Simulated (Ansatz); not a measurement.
**A barrier at the coupled-cluster level**

Start structure (CH9GeN, closed shell), relaxed at PBE0-D4/def2-TZVP:

| atom | x (Å) | y (Å) | z (Å) |
| --- | --- | --- | --- |
| Ge1 | -1.3067 | -0.5118 | 0.4302 |
| H2 | -0.9115 | -1.6001 | -0.5860 |
| H3 | -2.5271 | -1.0321 | 1.2195 |
| H4 | -1.7547 | 0.7397 | -0.3483 |
| C5 | 0.1699 | -0.1017 | 1.6324 |
| H6 | 1.1008 | -0.2603 | -2.2134 |
| N7 | 1.2129 | 0.6058 | -1.7006 |
| H8 | -0.1246 | 0.6657 | 2.3494 |
| H9 | 0.4738 | -0.9944 | 2.1806 |
| H10 | 1.0042 | 0.2601 | 1.0317 |
| H11 | 0.5324 | 1.2585 | -2.0701 |
| H12 | 2.1304 | 0.9704 | -1.9256 |

The step: CH₆Ge ([CH3][GeH3]) + NH₃ → CH₇GeN ([CH3][GeH2][NH2]) + H₂; bonds formed: Ge1–N7, H2–H6; bonds broken: Ge1–H2, H6–N7. Program: Ansatz 0.2.0. Basis: def2-TZVPP and def2-QZVPP. Cores are frozen in the correlated methods. Filled d shells of the heavier atoms are correlated. The def2 sets are not built for correlating such inner shells, so the correlated values are less sure here. Extrapolation: Hartree–Fock as exp(−7.88 √X), correlation as X^−2.97. Energies below are by CCSD(T) at an estimated basis limit (MP2 extrapolated from triple and quadruple zeta, plus CCSD(T) − MP2 in triple zeta).

**Question.** What are the electronic barrier and the energy of the step, from the start structure to the end structure? (An estimate is asked for; the value comes from the calculation.)

**Answer.** By the calculation: Barrier 2.367 eV; step energy 0.252 eV (uphill); reverse barrier, their difference, 2.115 eV. Barrier and step energy count from the start structure, the reverse barrier from the end structure.

The saddle point: One imaginary mode of 1216i cm⁻¹.
| pair | start (Å) | saddle (Å) | end (Å) |
| --- | --- | --- | --- |
| Ge1–N7 | 3.48 | 2.01 | 1.85 |
| H2–H6 | 2.91 | 1.20 | 0.75 |
| Ge1–H2 | 1.54 | 2.07 | 4.17 |
| H6–N7 | 1.01 | 1.17 | 2.64 |

Zero-point energy (harmonic, PBE0-D4): ZPE is 2.592 eV at the start and 2.486 eV at the saddle, so the barrier goes from 2.367 to 2.261 eV.

No T1 diagnostic of these runs exceeds 0.012.

Labels in which every atom is bracketed show which atoms are joined, not bond orders.

For scale, one of the runs: CCSD(T)/def2-TZVPP, 236 basis functions (an equivalent command: `ansatz run in.yaml --threads 4`). Time: 85 s of wall clock on 4 CPU threads; the host was shared. Peak host memory: 4.4 GiB.
